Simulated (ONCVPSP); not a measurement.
# Before and after: ONCV potential for Zr (Z = 40)

ONCVPSP 4.0.1 input, shortened (lines: element, Z, core and valence counts, functional; n l f; lmax; l rc ep ncon nbas qcut; lloc lpopt rc5 dvloc0; l nproj debl; icmod fcfact rcfact), PBE, scalar-relativistic:

```
  Zr 40.00    7    3        4      upf
    1    0    2.00
    2    0    2.00
    2    1    6.00
    3    0    2.00
    3    1    6.00
    3    2   10.00
    4    0    2.00
    4    1    6.00
    4    2    2.00
    5    0    1.00
    2
    0    2.75    0.00    5    9    2.00
    1    2.25    0.00    4    8    7.30
    2    2.40    0.00    4    9    7.40
    4    5    1.80    2.00
    0    2    3.80
    1    2    1.30
    2    2    1.80
    3    3.25    1.65
```

In the p channel the program set the typed energies aside and used -1.438, 0.250 Ha.

All-electron outer shells of the reference configuration (PBE, scalar-relativistic, ld1.x):

```
shell  level (eV)  outermost node (bohr)  outermost maximum (bohr)
   4s      -61.18                   0.55                      1.08
   4p      -39.14                   0.56                      1.17
   4d       -9.98                   0.58                      1.59
   5s       -9.94                   1.46                      3.00
```

Change: s: qcut 2.4; p: qcut 8.9; d: qcut 9.

Cutoffs: the cutoffs (Ha) at which the residual kinetic energy of the hardest occupied pseudo-wave falls to 1 and 0.1 mHa per electron; they do not see the model core or the augmentation charge, which bear on the density cutoff. Errors are all-electron minus pseudo energies relative to the spin-unpolarised reference configuration.

Question: Predict the effect on cutoff, ghosts and configuration errors.

Answer: The potential gets harder (14 Ha and 24 Ha → 19 Ha and 26 Ha); of the 4 tests that both files solve, the error grows in 0 and shrinks in 1 by more than 15 % and 0.3 meV (median size 24.9 → 27.2 meV); neither file shows a bound ghost.

| quantity | base | changed |
| --- | --- | --- |
| cutoff, loose | 14 Ha | 19 Ha |
| cutoff, tight | 24 Ha | 26 Ha |
| loose cutoff by channel | s 3.3 Ha, p 10 Ha, d 14 Ha | s 2.9 Ha, p 19 Ha, d 14 Ha |
| bound ghosts | none | none |
| GHOST(+) flags under 300 eV | s at 45.6 eV | s at 45.2 eV |
| error for 4p6 4d2 5s2, meV [ΔE -7.14 eV] | +0.8 | +0.6 |
| error for 4p6 4d2 5s0, meV [ΔE 12.94 eV] | +2.0 | +1.4 |
| error for 4p6 4d1 5s0, meV [ΔE 35.57 eV] | +62 | +60 |
| error for 4p6 4d1 5s2, meV [ΔE 0.53 eV] | -48 | -53 |
| s: phases at 2.79 bohr within 0.05 rad from the reference energy up to (Ha; the scan ends near 5) | 1.0 | 0.9 |
| p: phases at 2.28 bohr within 0.05 rad from the reference energy up to (Ha; the scan ends near 5) | to the end of the scan | to the end of the scan |
| d: phases at 2.43 bohr within 0.05 rad from the reference energy up to (Ha; the scan ends near 5) | to the end of the scan | to the end of the scan |
| rms error of d²Exc/dni dnj with the model core, mHa | 0.77 | 0.68 |
